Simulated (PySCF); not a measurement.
**Core binding energy against partial charge**

Compound: C₇H₁₁BO.
Atom-mapped SMILES: `[CH3:1][CH2:2][CH2:3][BH:4][c:5]1[cH:6][cH:7][cH:8][o:9]1`

Binding energies: PySCF, delta-SCF UKS SCAN, pcX-2 on the ionised atom, pcseg-1 elsewhere, spin-free X2C. Charges: PBE0/pcSseg-1 ground-state density, for the ionised atom.

```csv
atom,environment,C 1s (eV),Mulliken (e),IAO (e),Hirshfeld (e),ESP (e)
C3,sp3 carbon bound to boron,289.61,-0.465,-0.395,-0.141,-0.231
C2,chain CH2 carbon,290.21,-0.243,-0.232,-0.064,+0.245
C1,methyl carbon,290.26,-0.301,-0.405,-0.115,-0.267
C6,aromatic CH carbon,290.51,-0.126,-0.155,-0.057,-0.239
C7,aromatic CH carbon,290.55,-0.174,-0.229,-0.088,-0.198
C5,substituted aromatic carbon,291.00,+0.009,+0.022,-0.029,+0.068
C8,aromatic CH next to a ring oxygen,291.79,+0.182,+0.046,+0.032,-0.048
```

Give the correlation coefficient and slope of binding energy on charge for each scheme.

Mulliken: r = 0.99, slope 3.2 eV per e; Hirshfeld: r = 0.94, slope 11.4 eV per e; IAO: r = 0.89, slope 3.4 eV per e; ESP: r = 0.25, slope 0.9 eV per e. Mulliken charges have the highest r, on only 7 points.

The point-charge model writes a binding energy as kq + V + constant, with V the potential of the other atoms' charges at the site. What does it give with the Hirshfeld charges?

V = Σ 14.40 eV Å × q/r over all other atoms: +1.34 eV at C3, -0.02 eV at C2, +1.05 eV at C1, +0.32 eV at C6, +0.94 eV at C7, -0.10 eV at C5, -0.37 eV at C8. Fitting binding energy − V to q gives k = 22.1 eV per e and leaves an rms residual of 0.14 eV, against 0.21 eV for the fit on q alone. The model has no term for differences in relaxation between sites.

Geometry: PBE0-D3(BJ)/def2-SVP, one conformer, isolated molecule.

Conformer computed: `[CH3:1][CH2:2][CH2:3][BH:4][c:5]1[cH:6][cH:7][cH:8][o:9]1`: C1–C2–C3–B4 67°, C2–C3–B4–C5 -158°, C3–B4–C5–C6 -176°.
